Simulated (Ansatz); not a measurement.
Consider the isomerisation: `O=C[CH2][GeH3]` → `C[CH2][Ge][OH]`.

Isolated molecules relaxed with PBE0-D4/def2-TZVP in Ansatz; ΔE leaves out vibrations. CCSD(T)/CBS is the MP2 limit (def2-TZVPP, def2-QZVPP) plus CCSD(T) − MP2 in def2-TZVPP, frozen cores. Functionals use def2-TZVPP. B3LYP here is the variant with VWN-RPA as its local correlation; programs differ in this. For Ge outer-core shells are correlated without core-valence functions, which leaves a few kJ/mol of doubt a bond. Scalar relativity is left out up to krypton. Each species was taken in one conformer, which may not be the lowest.

CCSD(T)/CBS gives -92.9 kJ/mol.

(1) Another level gave -88.8 kJ/mol. Which?
A. r2SCAN-D4/def2-TZVPP
B. B3LYP/def2-TZVPP
C. PBE0/def2-TZVPP
D. HF/def2-TZVPP

Largest T1 diagnostic among the species: 0.014.

Results:

(1) B. B3LYP -88.8, r2SCAN-D4 -78.2, PBE0 -83.0, HF/def2-TZVPP -60.2 kJ/mol.

In def2-TZVPP, CCSD(T) changes the Hartree–Fock value by −16.6 kJ/mol (the triples alone add +0.5 kJ/mol) and MP2 by −20.5 kJ/mol. From PBE to PBE0 (25 % exact exchange), in def2-TZVPP and without D4, ΔE moves by +3.7 kJ/mol.
